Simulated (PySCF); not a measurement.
# Chromium: a sound run and one with changed settings

Sound run: Cr [Ar] 3d5 4s1, Cr⁺ [Ar] 3d5. Computed with PySCF 2.14 in x2c-SVPall, with the spin-free X2C one-electron Hamiltonian (Gaussian nucleus). In the sound run the correlated levels freeze [Ar]. The sound run starts from symmetry-adapted Hartree-Fock orbitals and uses a fine grid where one is needed.

Changed run: the non-relativistic Hamiltonian (point nucleus). This setting is unsound on purpose.

```tsv
species	method	sound run (hartree)	changed run (hartree)	converged
Cr	UHF	-1049.47706	-1041.56647	yes
Cr	r2SCAN	-1050.58553	-1042.67423	yes
Cr	B3LYP	-1050.62173	-1042.71113	yes
Cr	MP2	-1049.53765	-1041.62669	yes
Cr⁺	UHF	-1049.25551	-1041.34968	yes
Cr⁺	r2SCAN	-1050.31539	-1042.41022	yes
Cr⁺	B3LYP	-1050.36006	-1042.45525	yes
Cr⁺	MP2	-1049.30515	-1041.39913	yes
```

Ionisation energy of Cr:

| method | sound run (eV) | changed run (eV) |
| --- | --- | --- |
| UHF | 6.029 | 5.899 |
| r2SCAN | 7.351 | 7.184 |
| B3LYP | 7.120 | 6.963 |
| MP2 | 6.327 | 6.192 |
| SCS-MP2 | 6.128 | 5.997 |

Most of the change in total energy is the relativistic energy itself. On top of that the contraction fixes the core shape for the Hamiltonian it was made with, so the changed run is not a good calculation with the other Hamiltonian either.

For comparison, NIST gives 6.767 eV between the lowest levels.
